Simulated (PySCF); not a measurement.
A side-by-side comparison of computed properties.

First species: 2-methylpyridine-N-oxide, C6H7NO.
Atom-mapped SMILES: `[CH3:1][c:2]1[cH:3][cH:4][cH:5][cH:6][n+:7]1[O-:8]` (hydrogens: H9, H10, H11 on C1; H12 on C3; H13 on C4; H14 on C5; H15 on C6)

Second species: C7H14O2Si.
Cartesian coordinates in Å at the GFN2-xTB level; atoms count from 1:
```
atom  x, y, z in Å
C1     3.3023    0.0943   -1.6881
C2     2.3346   -0.1196   -0.5302
C3     0.9254    0.3485   -0.8756
Si4   -0.2545    0.1296    0.5848
C5    -0.7366   -1.6574    1.1450
C6    -2.2292   -1.2864    1.1091
C7    -2.1327   -0.0645    0.1940
O8    -2.9813    1.0302    0.5656
C9    -2.4004    2.1920    0.5765
O10   -1.2437    2.4169    0.3171
H11    4.2986   -0.2572   -1.4292
H12    2.9666   -0.4467   -2.5703
H13    3.3651    1.1511   -1.9380
H14    2.3104   -1.1786   -0.2673
H15    2.6909    0.4256    0.3446
H16    0.5726   -0.2069   -1.7464
H17    0.9592    1.3990   -1.1602
H18    0.1177    0.8730    1.7904
H19   -0.4006   -2.0252    2.1104
H20   -0.5128   -2.4270    0.4090
H21   -2.5734   -0.9717    2.0931
H22   -2.8923   -2.0707    0.7466
H23   -2.3848   -0.3108   -0.8401
H24   -3.1130    2.9821    0.8608
```

Levels: PBE0/pcSseg-1 for dipole moment, HOMO energy, LUMO energy and HOMO–LUMO gap; GFN2-xTB for rotational constant A and rotational constant C. Geometries: GFN2-xTB. Each structure is a single optimised conformer of the isolated species, non-relativistic unless stated. Electronic properties by PySCF.

The conformers computed, where there is a choice (atom-mapped SMILES and torsion angles):
- `[CH3:1][CH2:2][CH2:3][Si@@H:4]1[CH2:5][CH2:6][C@H:7]1[O:8][CH:9]=[O:10]`: C1–C2–C3–Si4 -178°, C2–C3–Si4–C5 -69°, C6–C7–O8–C9 133°, C7–O8–C9–O10 0°

```
             property   column X   column Y
        dipole moment     3.56 D     0.99 D
          HOMO energy   -6.26 eV   -7.35 eV
          LUMO energy   -1.02 eV    0.03 eV
        HOMO–LUMO gap    5.24 eV    7.38 eV
rotational constant A  3.583 GHz  1.831 GHz
rotational constant C  1.419 GHz  0.541 GHz
```

(1) Which column belongs to which species?

(2) How does each property change from the first species to the second?

Answers

(1) Column X is the first species and column Y the second. The first has 15 atoms and 58 electrons, the second 24 and 86.

(2) dipole moment -2.57 D; HOMO energy -1.09 eV; LUMO energy +1.05 eV; HOMO–LUMO gap +2.14 eV; rotational constant A -1.752 GHz; rotational constant C -0.878 GHz.

On the first: In atomic units the dipole is 1.40 e·bohr (1 au = 2.5417 D).

On the second: In atomic units the dipole is 0.39 e·bohr (1 au = 2.5417 D).
